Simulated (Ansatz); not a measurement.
Reactions of CH$_{8}$O$_{2}$Si$_{2}$, SMILES `OC[SiH](O)[SiH3]`.

Gas-phase electronic energies from Ansatz, PBE0-D4/def2-TZVP geometries. CBS: MP2 limit from def2 TZ/QZ plus the TZ coupled-cluster correction, frozen cores. This one scheme is used for every species. DFT in def2-TZVPP. One conformer a species, not always the lowest.

| reaction | CCSD(T)/CBS(def2) (kcal/mol) |
| --- | --- |
| `OC[SiH](O)[SiH3]` + `O=C=NP` → `O[SiH]([SiH3])P` + `O=C=NCO` | -2.3 |
| `OC[SiH](O)[SiH3]` + H₂O → `O[SiH](O)[SiH3]` + CH₃OH | -28.5 |
| `OC[SiH](O)[SiH3]` + H–F → `O[SiH](F)[SiH3]` + CH₃OH | ? |
| `OC[SiH](O)[SiH3]` → `O[SiH2]OC[SiH3]` | -26.0 |
| `OC[SiH](O)[SiH3]` + `O[SiH3]` → `O[SiH]([SiH3])O[SiH3]` + CH₃OH | ? |
| `OC[SiH](O)[SiH3]` + H₂ → `C[SiH](O)[SiH3]` + H₂O | -33.4 |
| `OC[SiH](O)[SiH3]` + `[SiH3]NC=S` → `O[SiH]([SiH3])N[SiH3]` + `OCC=S` | -16.5 |
| `OC[SiH](O)[SiH3]` → `OC[SiH2]O` + `[SiH2]` | 55.0 |
| `OC[SiH](O)[SiH3]` + HCl → `O[SiH]([SiH3])CCl` + H₂O | ? |
| `OC[SiH](O)[SiH3]` → `C[SiH2][SiH](O)O` | -51.4 |

Task: Fill in the missing values. (Best estimate.)

Result: Ansatz gave: `OC[SiH](O)[SiH3]` + H–F → `O[SiH](F)[SiH3]` + CH₃OH: -38.8 kcal/mol; `OC[SiH](O)[SiH3]` + `O[SiH3]` → `O[SiH]([SiH3])O[SiH3]` + CH₃OH: -33.3 kcal/mol; `OC[SiH](O)[SiH3]` + HCl → `O[SiH]([SiH3])CCl` + H₂O: -12.1 kcal/mol.

Largest T1 diagnostic: 0.017, for `[SiH3]NC=S`.
